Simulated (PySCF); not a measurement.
Bonds broken one at a time in the series allenyl-X. Isolated molecules, 0 K electronic values unless said otherwise. One relaxed conformer stands for each flexible species; it need not be the lowest. Strings in code marks are SMILES.

Quantity: electronic energy of isomers of C4H6O relative to `C=C=CCO`, in eV.

Case: `C=C=COC`. Geometry of `C=C=COC` (neutral, multiplicity 1, Å):

```xyz
11

C      1.8552    -0.1713    -0.9085
C      0.8512     0.5021    -0.4246
C     -0.1348     1.2189     0.0498
O     -1.2850     0.7615     0.6206
C     -1.4106    -0.6511     0.7013
H      1.8900    -0.4780    -1.9501
H      2.7036    -0.4560    -0.2927
H     -0.1118     2.3013     0.0242
H     -2.3695    -0.8472     1.1744
H     -0.6025    -1.0793     1.3011
H     -1.3858    -1.1008    -0.2954
```

Give the electronic energy of isomers of C4H6O relative to `C=C=CCO` at the level ωB97X-D3(BJ)/def2-TZVP // B3LYP-D3(BJ)/def2-TZVP (PySCF).

0.363 eV.
